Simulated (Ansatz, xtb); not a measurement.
Relative energy of two isomers of C5H4BrFS

We compare I, `FCc1ccsc1Br`, a singlet, with II, `Cc1sc(Br)cc1F`, a singlet. Both are isolated molecules in the gas phase, relaxed with r2SCAN-D4/def2-SVP; the shapes shown needn't be the lowest conformers.

I (Å):

```
atom    x (Å)    y (Å)    z (Å)
   C   0.6755   1.5172   1.0499
   C   0.6068   0.4364   0.0133
   C  -0.5950  -0.2341  -0.3630
   C  -0.3996  -1.1870  -1.3339
   C   1.6882  -0.0404  -0.6966
  Br   3.4588   0.5463  -0.5303
   F  -0.5809   1.7661   1.5600
   S   1.2540  -1.2903  -1.8123
   H   1.3429   1.2214   1.8804
   H   1.0735   2.4523   0.6144
   H  -1.5630  -0.0020   0.0832
   H  -1.1390  -1.8390  -1.7996
```

II (Å):

```yaml
atoms:
  - { symbol: C, position_ang: [1.6541, -0.3110, 2.7473] }
  - { symbol: C, position_ang: [1.1136, -0.1018, 1.3744] }
  - { symbol: C, position_ang: [-0.0186, 0.7196, -0.7015] }
  - { symbol: C, position_ang: [0.6479, -0.4594, -0.9257] }
  - { symbol: C, position_ang: [1.2808, -0.9021, 0.2687] }
  - { symbol: Br, position_ang: [-1.0053, 1.7089, -1.9423] }
  - { symbol: F, position_ang: [1.9954, -2.0320, 0.3076] }
  - { symbol: S, position_ang: [0.1304, 1.2679, 0.9368] }
  - { symbol: H, position_ang: [2.3156, 0.5124, 3.0628] }
  - { symbol: H, position_ang: [0.8533, -0.4038, 3.4990] }
  - { symbol: H, position_ang: [2.2400, -1.2410, 2.7583] }
  - { symbol: H, position_ang: [0.6909, -0.9866, -1.8788] }
```

Quicker runs give these differences E(II) − E(I): GFN2-xTB −0.102 eV; HF/STO-3G −0.357 eV (at GFN2-xTB geometries); r2SCAN-D4/def2-SVP//GFN2-xTB −0.154 eV.

Task: Estimate E(II) − E(I) at the level CCSD(T)/def2-SVP + ΔMP2/def2-TZVPP.

Result: Too close to call at this level: CCSD(T)/def2-SVP + ΔMP2/def2-TZVPP gives E(II) − E(I) = +0.004 eV.

Level by level:

| level | geometry | E(II) − E(I) (eV) | departure from the last row (eV) | job, with rough time for the two |
| --- | --- | --- | --- | --- |
| GFN2-xTB | GFN2-xTB | −0.102 | −0.106 | optimisation, 0.29 s |
| HF/STO-3G | GFN2-xTB | −0.357 | −0.361 | single point, 0.52 s |
| r2SCAN-D4/def2-SVP//GFN2-xTB | GFN2-xTB | −0.154 | −0.158 | single point, 4.2 s |
| r2SCAN-D4/def2-SVP | r2SCAN-D4/def2-SVP | −0.136 | −0.140 | optimisation, 84 s |
| HF/def2-SVP | r2SCAN-D4/def2-SVP | −0.007 | −0.011 | part of the CCSD(T) run |
| MP2/def2-SVP | r2SCAN-D4/def2-SVP | −0.061 | −0.065 | part of the CCSD(T) run |
| CCSD(T)/def2-SVP | r2SCAN-D4/def2-SVP | −0.055 | −0.059 | single point |
| CCSD(T)/def2-SVP + ΔMP2/def2-TZVPP | r2SCAN-D4/def2-SVP | +0.004 |  | single point, 2 min |

As drawn, both hold the same kinds of bond in the same numbers. Structure I has 0 methyl groups, II 1.

The largest departure from CCSD(T)/def2-SVP + ΔMP2/def2-TZVPP is that of HF/STO-3G, 0.361 eV. A small imaginary or near-zero mode remains, so no thermal terms are given. The last row adds to CCSD(T) the change of the MP2 difference between the two basis sets, here +0.059 eV.

The correlated steps freeze 20 core orbitals; the filled d shell of Br is correlated, in a basis made for valence electrons. Run with Ansatz 0.2.0, xtb 6.7.1; the last row on 4 threads of Arm Neoverse V2 on a shared host.
